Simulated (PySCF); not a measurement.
NbOCl2, SMILES [Cl][Nb+](=[O])[Cl], charge +1, multiplicity 1.

Coordinates come from a B3LYP-D3(BJ)/def2-SVP optimisation. The multiplicity is an assumed one; other spin states were not compared. The isomer is the one that the SMILES or the coordinates give; other isomers of the formula were not compared. The def2 effective core potentials stand for the cores of Nb; spin–orbit coupling is left out.

The numbers are results of CAM-B3LYP/def2-TZVPD (PySCF), not measurements.

The molecule is in vacuum.

Computed frontier levels, gap, dipole moment and polarisability:
| Quantity | Result |
|---|---|
| highest occupied level | -16.35 eV |
| lowest empty level | -9.17 eV |
| orbital gap | 7.18 eV |
| dipole moment about the centre of nuclear charge | 4.37 D |
| mean static polarisability | 60.9 bohr³ (9.02 Å³) |
| polarisability, principal values | 40.8, 61.2, 80.5 bohr³ |
